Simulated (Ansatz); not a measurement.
Li5Al5⁺. Charge 1, multiplicity 2. Geometry PBE0-D4/def2-SVP; atoms count from 1.

```xyz
10

Li   -2.4625    0.5381    1.6779
Li    2.9181    0.7038    0.3973
Li    0.6176   -1.7675    2.3803
Li   -0.5456   -1.4834   -2.4868
Li   -0.1618    3.0066   -0.3032
Al    1.2980   -1.4886   -0.3497
Al    0.9299    0.7522   -1.6122
Al    0.2322    0.6296    1.0560
Al   -1.2300   -1.5668    0.2498
Al   -1.5958    0.6759   -1.0093
```

The structure comes from a short search, and lower isomers may exist.

Question: Estimate the Mulliken populations from the PBE0/def2-TZVP orbitals of Ansatz.

Answer: 
| atom | charge (e) | spin (α − β) |
| --- | --- | --- |
| Li1 | 0.73 | 0.01 |
| Li2 | 0.73 | 0.01 |
| Li3 | 0.73 | 0.01 |
| Li4 | 0.69 | 0.10 |
| Li5 | 0.73 | 0.01 |
| Al6 | -0.38 | 0.09 |
| Al7 | -0.38 | 0.08 |
| Al8 | -1.08 | 0.54 |
| Al9 | -0.38 | 0.09 |
| Al10 | -0.38 | 0.08 |
Mulliken values and Mayer orders depend strongly on the basis.

Question: Where does the spin sit?

Answer: Summed by element: Li 0.13, Al 0.87, of 1 unpaired in all. Largest on single atoms: Al8 0.54, Li4 0.10, Al9 0.09.

Question: And the Mayer bond orders between bonded heavy atoms (over 0.3)?

Answer: Al6–Al7 0.61 (2.60 Å); Al6–Al8 0.63 (2.76 Å); Al6–Al9 0.61 (2.60 Å); Al7–Al8 0.63 (2.76 Å); Al7–Al10 0.61 (2.60 Å); Al8–Al9 0.63 (2.76 Å); Al8–Al10 0.63 (2.76 Å); Al9–Al10 0.61 (2.60 Å). Values over 0.3 also appear between atoms too far apart for a bond (Al6–Al10 0.45 at 3.67 Å; Al7–Al9 0.45 at 3.68 Å); they arise where an orbital or an unpaired electron spreads over both atoms.
